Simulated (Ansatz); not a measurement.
CH$_{6}$ClGeNO (`C[O][GeH]([NH2])[Cl]`), charge 0, multiplicity 1.

Task: Give a relaxed structure at PBE0-D4/def2-TZVP (Ansatz 0.2.0). (Best estimate.)

Result: Ansatz gave: 
Z-matrix (Å, degrees):
```
C
O 1 1.413
H 1 1.096 2 112.1
H 1 1.092 2 107.5 3 -119.3
H 1 1.097 2 111.9 3 122.1
Ge 2 1.762 1 118.3 3 -56.6
Cl 6 2.149 2 102.5 1 -178.0
N 6 1.816 2 107.9 1 61.2
H 6 1.533 2 113.4 1 -60.5
H 8 1.011 6 114.8 2 62.9
H 8 1.010 6 115.1 2 -168.9
```
This is one stationary point; other conformers may exist.
